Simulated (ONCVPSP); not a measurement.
What the settings do to the ONCV potential of nickel

Base potential:

ONCVPSP 4.0.1 input, shortened (lines: element, Z, core and valence counts, functional; n l f; lmax; l rc ep ncon nbas qcut; lloc lpopt rc5 dvloc0; l nproj debl; icmod fcfact rcfact), PBE, scalar-relativistic:

```
  Ni 28.00    3    4        4      upf
    1    0    2.00
    2    0    2.00
    2    1    6.00
    3    0    2.00
    3    1    6.00
    3    2    8.00
    4    0    2.00
    3
    0    1.45    0.00    4    7    7.90
    1    1.10    0.00    4    7   12.80
    2    0.85    0.00    3    7   14.60
    3    1.50    0.19    4    8    7.70
    4    5    0.65    3.00
    0    2    1.10
    1    1    3.60
    2    2    0.30
    3    3    2.80
    3    1.50    1.25
```

In the d channel the program set the typed energies aside and used -0.326, 0.250 Ha.

All-electron outer shells of the reference configuration (PBE, scalar-relativistic, ld1.x):

```csv
shell,level (eV),outermost node (bohr),outermost maximum (bohr)
2p,-844.68,–,0.16
3s,-111.06,0.30,0.64
3p,-71.39,0.27,0.65
3d,-8.87,–,0.63
4s,-5.64,0.92,2.24
```

Cutoffs, loose and tight: the cutoffs (Ha) at which the residual kinetic energy of the hardest occupied pseudo-wave falls to 1 and 0.1 mHa per electron. They do not see the model core or the augmentation charge, which bear on the density cutoff. Test errors are all-electron minus pseudo excitation energies from the reference, over the configurations 3s2 3p6 3d8 4s1; 3s2 3p6 3d8 4s0; 3s2 3p6 3d7 4s0; 3s2 3p6 3d8 4s1.5. A dash means not determined; rows that change the core or the reference have their own tests.

```tsv
change	outcome	cutoff, loose	cutoff, tight	bound ghosts	GHOST(+) flags above zero	largest test error (meV)
base	generated, projector energies reset by the program	96 Ha	138 Ha	none	none	-12
p: ncon 3, nbas 6	generated, projector energies reset by the program	96 Ha	138 Ha	none	none	-12
s: qcut 6.4	generated, projector energies reset by the program	96 Ha	138 Ha	none	none	-13
local potential polynomial inside 0.60 bohr (lpopt 3, dvloc0 0 Ha)	generated, projector energies reset by the program	96 Ha	138 Ha	none	none	-12
core correction Teter function, fcfact 5.25, rcfact 1.3	generated, projector energies reset by the program	96 Ha	138 Ha	none	none	-12
p: nproj 3	generated, projector energies reset by the program	96 Ha	138 Ha	none	none	-13
s: rc 1.14	generated, projector energies reset by the program	96 Ha	138 Ha	none	s	-11
s: qcut 9.6; p: qcut 15.6; d: qcut 17.8; f: qcut 9.4	generated, projector energies reset by the program	119 Ha	134 Ha	none	s	-7.6
functional PBEsol	generated, projector energies reset by the program	96 Ha	139 Ha	none	none	-13
s: rc 1.94	generated, projector energies reset by the program	96 Ha	138 Ha	none	none	-17
```

Problem. What comes out with this change to the base: d: debl 5.65?

Solution. outcome: generated; cutoff, loose: 96 Ha; cutoff, tight: 138 Ha; bound ghosts: none; GHOST(+) flags above zero: none; largest test error (meV): -12.
